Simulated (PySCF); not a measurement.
SnFCl, SMILES [F][Sn][Cl] (connectivity only; charge and spin as stated), neutral, multiplicity 1. Atoms are numbered in the order given.

```xyz
3

Sn     0.3434    -0.4290     0.0000
F     -1.4616    -1.1271     0.0000
Cl    -0.2362     1.8585     0.0000
```
Charge 0, spin multiplicity 1.

Coordinates come from a PBE0-D3(BJ)/def2-TZVP optimisation. The def2 effective core potentials stand for the cores of Sn; spin–orbit coupling is left out.

Level of theory: PySCF 2.14.0 with TDA-M06-2X/def2-SVPD.

Vertical excitations. The molecule is in vacuum. State labels are in the subgroup Cs.

| state | symmetry | energy (eV) | λ (nm) | f | main pairs |
|---|---|---|---|---|---|
| S1 | A" | 4.54 | 273 | 0.105 | HOMO→LUMO 97 % |
| S2 | A" | 5.35 | 232 | 0.003 | HOMO−1→LUMO 98 % |
| S3 | A' | 5.88 | 211 | 0.005 | HOMO−2→LUMO 87 % |
| S4 | A' | 6.81 | 182 | 0.250 | HOMO→LUMO+1 61 %, HOMO→LUMO+2 24 % |
| S5 | A' | 7.16 | 173 | 0.558 | HOMO→LUMO+2 67 %, HOMO→LUMO+1 16 % |
| S6 | A" | 7.21 | 172 | 0.033 | HOMO−3→LUMO 88 % |
| S7 | A' | 7.53 | 165 | 0.097 | HOMO−1→LUMO+1 74 %, HOMO−1→LUMO+2 12 % |
| S8 | A" | 7.60 | 163 | 0.019 | HOMO−5→LUMO 50 %, HOMO−2→LUMO+1 31 %, HOMO−2→LUMO+2 13 % |
| S9 | A" | 7.66 | 162 | 0.028 | HOMO−5→LUMO 45 %, HOMO−2→LUMO+1 34 %, HOMO−2→LUMO+2 9 % |
| S10 | A' | 7.89 | 157 | 0.004 | HOMO→LUMO+3 91 % |
| T1 | A" | 2.77 | 448 | 0 | HOMO→LUMO 93 % |
| T2 | A' | 4.97 | 250 | 0 | HOMO→LUMO+1 85 % |
| T3 | A" | 5.24 | 237 | 0 | HOMO−1→LUMO 97 % |
| T4 | A' | 5.25 | 236 | 0 | HOMO−2→LUMO 96 % |
Triplets are in the Tamm–Dancoff approximation.
